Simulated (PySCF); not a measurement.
Isomers of C7H11FO, from PBE0-D3(BJ)/def2-SVP geometry optimisation, gas phase in PySCF. One conformer each, no zero-point energy, no frequencies.

Question: Which isomer lies lower at this level?
A. `[CH:1]#[C:2][CH2:3][C@@:4]([CH3:5])([CH2:6][F:7])[O:8][CH3:9]` with C2–C3–C4–C5 -59°, C3–C4–C6–F7 48°, C3–C4–O8–C9 -67°: A = 2254, B = 1217, C = 1065 MHz, dipole 0.62 D
B. `[CH3:1][CH2:2][C@@H:3]1[CH2:4][C:5](=[O:6])[CH2:7][C@H:8]1[F:9]` with C1–C2–C3–C4 -73°, C2–C3–C4–C5 -86°, C3–C4–C5–O6 161°, C4–C5–C7–C8 -6°, C5–C7–C8–F9 -88°: A = 2011, B = 1374, C = 987.2 MHz, dipole 2.95 D

Answer: B. That is `CC[C@@H]1CC(=O)C[C@H]1F`, 66.2 kcal/mol below the other.

| SMILES | mapped SMILES | E (Eh) | relative (kcal/mol) | relative (kJ/mol) | dipole (D) |
| --- | --- | --- | --- | --- | --- |
| CC[C@@H]1CC(=O)C[C@H]1F | [CH3:1][CH2:2][C@@H:3]1[CH2:4][C:5](=[O:6])[CH2:7][C@H:8]1[F:9] | -447.62576 | 0.0 | 0.0 | 2.95 |
| C#CC[C@@](C)(CF)OC | [CH:1]#[C:2][CH2:3][C@@:4]([CH3:5])([CH2:6][F:7])[O:8][CH3:9] | -447.52026 | 66.2 | 277.0 | 0.62 |

As drawn, the lower has a C=O bond, which the higher lacks; the higher has a C≡C bond, which the lower lacks.
